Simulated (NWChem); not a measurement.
System: SiBr4; SMILES Br[Si](Br)(Br)Br

Computed with NWChem. Pople sets run with spherical d functions. The geometry was optimised at PBE0/def2-SVP.

Q: Taking B3LYP/aug-cc-pVTZ as the yardstick, which of these has the fewest basis functions while keeping “highest occupied level (eV)” within 0.1 eV of it: B3LYP/6-31G*; B3LYP/def2-SVPD; B3LYP/def2-TZVP; B3LYP/3-21G; B3LYP/STO-3G; B3LYP/def2-SVP?

A: B3LYP/6-31G*.
```json
[
 {"level": "B3LYP/STO-3G", "basis functions": "81", "highest occupied level (eV)": "-5.69", "relative time (rough)": "1"},
 {"level": "B3LYP/3-21G", "basis functions": "101", "highest occupied level (eV)": "-8.26", "relative time (rough)": "1"},
 {"level": "B3LYP/6-31G*", "basis functions": "146", "highest occupied level (eV)": "-8.42", "relative time (rough)": "7"},
 {"level": "B3LYP/def2-SVP", "basis functions": "146", "highest occupied level (eV)": "-8.26", "relative time (rough)": "3"},
 {"level": "B3LYP/def2-SVPD", "basis functions": "188", "highest occupied level (eV)": "-8.45", "relative time (rough)": "5"},
 {"level": "B3LYP/def2-TZVP", "basis functions": "229", "highest occupied level (eV)": "-8.42", "relative time (rough)": "10"},
 {"level": "B3LYP/aug-cc-pVTZ", "basis functions": "286", "highest occupied level (eV)": "-8.44", "relative time (rough)": "200"}
]
```

The yardstick is one finite set, not the basis-set limit.
